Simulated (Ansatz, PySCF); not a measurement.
C2H7ClOSi, SMILES [C@H](C)(O)[SiH2]Cl.

Coordinates come from a r2SCAN-D4/def2-SVP optimisation. The structure was generated by enumeration; whether it is a known compound was not checked. The values are those of a single conformer.

Vertical ionisation energy (IE) and electron affinity (EA) in eV. Rows of orbital energies are one-electron estimates. Where ΔSCF, EOM or ADC give a negative EA the extra electron is unbound and the value depends on the basis.

| level | IE | EA |
|---|---|---|
| −ε(HOMO), −ε(LUMO), CAM-B3LYP/def2-TZVP (PySCF) | 9.01 | -1.10 |
| −ε(HOMO), −ε(LUMO), PBE/def2-TZVP (PySCF) | 6.13 | 0.75 |
| ΔSCF, PBE0/def2-TZVPD (Ansatz), final states of multiplicity 2 and 2 | 9.64 | -0.91 |
| ΔSCF, PBE/def2-TZVPD (Ansatz), final states of multiplicity 2 and 2 | 9.27 | -0.73 |

**Question.** What vertical singlet–triplet gap does ΔSCF give with PBE0/def2-TZVPD (Ansatz, an electronic-structure program) and with PBE/def2-TZVPD (Ansatz)? (An estimate is asked for; the answer gives what the named calculation found.)

**Answer.** 6.03 and 5.53 eV (triplet above singlet where positive).
